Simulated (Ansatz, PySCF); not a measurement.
C3H6ClFSi, SMILES C/C(Cl)=C/[SiH2]F. Atoms are numbered in the order given.

```xyz
12

C      1.3912    -2.2903     0.0000
C      0.5034    -1.0879     0.0000
Cl    -1.2214    -1.4966     0.0000
C      0.8569     0.2028     0.0000
Si    -0.3489     1.6249     0.0000
F      0.5518     2.9877     0.0000
H      1.1960    -2.9152    -0.8866
H      1.1960    -2.9152     0.8866
H      2.4477    -1.9873     0.0000
H      1.9323     0.4181     0.0000
H     -1.1922     1.6401    -1.2232
H     -1.1922     1.6401     1.2232
```
Charge 0, spin multiplicity 1.

Coordinates come from a B3LYP-D3(BJ)/def2-SVP optimisation. The structure was generated by enumeration; whether it is a known compound was not checked. Other conformers were not sampled.

Two levels are set side by side: PBE-D3(BJ)/def2-SVP (Ansatz, an electronic-structure program) and B3LYP-D3(BJ)/def2-SVP (Ansatz). Each level has its own optimised geometry; the coordinates shown are those of the second. Frequencies come from the Hessian of PySCF at each geometry. Differences are taken from unrounded values.

| quantity | B3LYP-D3(BJ) |
|---|---|
| mean bond length (Å) | 1.407 |
| bond C1–C2 (Å) | 1.495 |
| bond C2–Cl3 (Å) | 1.773 |
| bond C2–C4 (Å) | 1.338 |
| bond C4–Si5 (Å) | 1.864 |
| bond Si5–F6 (Å) | 1.634 |
| bond C1–H7 (Å) | 1.102 |
| bond C1–H8 (Å) | 1.102 |
| bond C1–H9 (Å) | 1.099 |
| bond C4–H10 (Å) | 1.097 |
| bond Si5–H11 (Å) | 1.486 |
| bond Si5–H12 (Å) | 1.486 |
| highest harmonic wavenumber (cm⁻¹) | 3149 |
| mean harmonic wavenumber (cm⁻¹) | 1187 |
| zero-point energy (kcal/mol) | 50.93 |

Q: What does PBE-D3(BJ) give, and how far is it from B3LYP-D3(BJ)? (Estimate from the structure and the level; the computed values follow.)

A: 
```tsv
quantity	PBE-D3(BJ)	PBE-D3(BJ) minus B3LYP-D3(BJ)
mean bond length (Å)	1.415	0.008
bond C1–C2 (Å)	1.495	0.000
bond C2–Cl3 (Å)	1.772	-0.001
bond C2–C4 (Å)	1.348	0.010
bond C4–Si5 (Å)	1.869	0.005
bond Si5–F6 (Å)	1.645	0.011
bond C1–H7 (Å)	1.110	0.008
bond C1–H8 (Å)	1.110	0.008
bond C1–H9 (Å)	1.107	0.007
bond C4–H10 (Å)	1.104	0.008
bond Si5–H11 (Å)	1.501	0.015
bond Si5–H12 (Å)	1.501	0.015
highest harmonic wavenumber (cm⁻¹)	3093	-57
mean harmonic wavenumber (cm⁻¹)	1153	-35
zero-point energy (kcal/mol)	49.44	-1.48
```

Exact exchange shortens and stiffens bonds; PBE has none. Differences between two approximate levels are no errors against the true value.
